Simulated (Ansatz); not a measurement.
Geometry optimisation, RKS PBE/def2-SVP (Ansatz).

Input file:

```yaml
crystal:
  periodic: [false, false, false]
  atoms:
    - { symbol: Sn, position_ang: [-0.076183, 0.057917, -0.074304] }
    - { symbol: O, position_ang: [-0.110532, -0.103308, 1.895998] }
    - { symbol: H, position_ang: [-0.775828, 0.533105, 2.239547] }
    - { symbol: Cl, position_ang: [2.04282, 0.559976, -0.938175] }
    - { symbol: Cl, position_ang: [-1.436024, 1.959738, -0.428014] }
    - { symbol: Cl, position_ang: [-1.10081, -1.76512, -1.155526] }
    - { symbol: S, position_ang: [1.722925, -2.754915, 1.363331] }
    - { symbol: H, position_ang: [0.578267, -3.434612, 1.074413] }
    - { symbol: H, position_ang: [1.056064, -1.943282, 2.266229] }
basis:
  gaussian: { orbitals: def2-SVP }
hamiltonian:
  xc: pbe
relax:
  f_tol: 0.03
  max_steps: 50
```

Run as:

```bash
$ ansatz run input.yaml --threads 4 --pin off --max-ram 5120MiB --backend cpu --events-out ev --progress --plain --runs-dir out
```

Q: Where does it end, and by what steps?

A: The forces met the threshold. After 8 steps the energy has fallen by 0.121 eV; S7 moved furthest, 0.43 Å.

```tsv
step	energy less start (eV)	largest force component (eV/Å)	accepted
0	0.0000	0.563	yes
1	-0.0493	0.271	yes
2	-0.0973	0.491	yes
3	-0.0632	0.531	no
4	-0.1146	0.185	yes
5	-0.1172	0.173	yes
6	-0.1197	0.054	yes
7	-0.1198	0.062	yes
8	-0.1207	0.017	yes
```

```xyz
9
Properties=species:S:1:pos:R:3
Sn 0.034 -0.148 0.030
O -0.168 -0.141 2.035
H -0.754 0.618 2.244
Cl 2.101 0.500 -0.906
Cl -1.335 1.754 -0.391
Cl -1.116 -1.850 -1.157
S 1.574 -2.426 1.138
H 0.521 -3.274 0.957
H 1.044 -1.923 2.294
```

Whether the end is a true minimum wasn't checked by a vibrational analysis.

Run time: 16 s on 4 threads of Intel(R) Xeon(R) Platinum 8259CL CPU @ 2.50GHz (Skylake/Cascade Lake), with other jobs on the host, peak memory 0.22 GiB.
